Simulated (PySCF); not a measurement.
# Correlation energy of Ar⁺ (argon, charge +1)

[Ne] 3s2 3p5, 2P determinant. Calculation: PySCF 2.14, in aug-cc-pV(5+d)Z; no relativity, point nucleus. Frozen: [Ne]; 7 electrons correlated.

MP2 pair energies summed by pair of shells (mhartree):

```csv
pair,energy,share (%)
3p-3p,-118.91,61.8
3s-3p,-62.88,32.7
3s-3s,-10.67,5.5
```

Total MP2 correlation energy: -192.46 mhartree.

Same-spin part -40.78 and opposite-spin part -151.68 mhartree; SCS-MP2 scales them by 1/3 and 6/5 to -195.61 mhartree.
